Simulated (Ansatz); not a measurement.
Stepwise reaction of `[CH3][Ta]([CH3])([CH3])=[O]` with water, as a gas-phase model of exchange steps in deposition or etching. ΔE in kJ/mol; ΔG adds harmonic PBE0-D4 terms to CCSD(T)/CBS, at 1 bar.

Isolated molecules relaxed with PBE0-D4/def2-TZVP in Ansatz; ΔE leaves out vibrations. CCSD(T)/CBS adds triple-zeta CCSD(T) − MP2 to the extrapolated MP2 energy (def2 sets, frozen cores). This one scheme is used for every species. Functionals use def2-TZVPP. B3LYP here is the variant with VWN-RPA as its local correlation; programs differ in this. Elements past krypton have def2 core potentials. For Ta outer-core shells are correlated without core-valence functions, which leaves a few kJ/mol of doubt a bond. One conformer a species, not always the lowest.

| step | reaction | PBE-D4 | B3LYP-D4 | ωB97M-V | CCSD(T)/CBS | ΔG(400 K) |
| --- | --- | --- | --- | --- | --- | --- |
| 1 | `[CH3][Ta]([CH3])([CH3])=[O]` + H₂O → `[CH3][Ta]([CH3])(=[O])[OH]` + CH₄ | -154.0 | -163.6 | -160.8 | -153.8 | -145.2 |
| 3 | `[CH3][Ta](=[O])([OH])[OH]` + H₂O → `[O]=[Ta]([OH])([OH])[OH]` + CH₄ | -107.0 | -114.9 | -111.0 | -104.0 | -103.2 |

Problem. Give the row of step 2, `[CH3][Ta]([CH3])(=[O])[OH]` + H₂O → `[CH3][Ta](=[O])([OH])[OH]` + CH₄. (Best estimate.)

Solution. Ansatz gave: 
```tsv
step	reaction	PBE-D4	B3LYP-D4	ωB97M-V	CCSD(T)/CBS	ΔG(400 K)
2	`[CH3][Ta]([CH3])(=[O])[OH]` + H₂O → `[CH3][Ta](=[O])([OH])[OH]` + CH₄	-182.2	-189.5	-185.0	-179.1	-159.8
```

Problem. By hand: ΔE of the 3 steps together at CCSD(T)/CBS.

Solution. (-153.8) + (-179.1) + (-104.0) = -436.9 kJ/mol, or -145.6 kJ/mol a step.

In ΔE step 2 is the lowest and step 3 the highest. All are downhill at CCSD(T)/CBS. ΔG lies between -159.8 and -103.2 kJ/mol a step. PBE-D4 differs from CCSD(T)/CBS by -3.1 to -0.2 kJ/mol a step. Only this route is followed, and other bonds may react first. Isolated molecules leave out the surface, adducts and barriers. Largest T1 diagnostic: 0.020.
